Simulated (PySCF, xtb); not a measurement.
BH6N, SMILES [BH3-][NH3+].

Harmonic wavenumbers (cm⁻¹) from xtb with GFN2-xTB at its own minimum, in rising order: 240, 617, 617, 629, 963, 963, 1140, 1191, 1255, 1255, 1503, 1503, 2455, 2456, 2474, 3425, 3454, 3456.

What does PBE-D3(BJ)/def2-TZVP run with PySCF 2.14.0 give at its own minimum? (Estimate from the structure and the level; the computed values follow.)

270, 634, 634, 674, 1039, 1039, 1141, 1141, 1146, 1288, 1618, 1618, 2389, 2453, 2453, 3369, 3469, 3469. Paired by order, the mean absolute difference is 48 cm⁻¹ and the zero-point energies are 42.3 and 42.7 kcal/mol.
